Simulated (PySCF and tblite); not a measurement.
Results of a calculation; reference values are marked as such.
2 regioisomers of C5H6N2O:

```csv
isomer,SMILES
A,[CH3:1][O:2][c:3]1[cH:4][cH:5][cH:6][n:7][n:8]1
B,[CH3:1][O:2][c:3]1[cH:4][cH:5][n:6][n:7][cH:8]1
```

Protocol: conformer search, at most 6 conformers an isomer, GFN2-xTB geometries, energies B3LYP/def2-SVP (IEF-PCM, dimethylsulfoxide) (D3(BJ) added where defined), GIAO shieldings wB97X-D/pcSseg-1 (IEF-PCM, dimethylsulfoxide), weights at 298.15 K with GFN2-xTB thermal terms. Programs: PySCF with density fitting and tblite.

Question: What shifts does each isomer give (ppm)?

Answer: 
A: ¹H (against TMS): 9.24 (H6, 1H), 8.06 (H5, 1H), 7.57 (H4, 1H), 4.43 (H1, 3H). ¹³C (against TMS): 175.5 (C3), 155.2 (C6), 139.5 (C5), 125.9 (C4), 58.7 (C1).

B: ¹H (against TMS): 9.41 (H5, 1H), 9.28 (H8, 1H), 7.42 (H4, 1H), 4.23 (H1, 3H). ¹³C (against TMS): 169.6 (C3), 160.0 (C5), 150.8 (C8), 117.9 (C4), 58.1 (C1).

Shifts are unscaled: against experiment ¹³C can be off by 15 ppm or more and ¹H by 0.8 ppm. The search found a single conformer for at least one isomer; other rotamers may be missing.
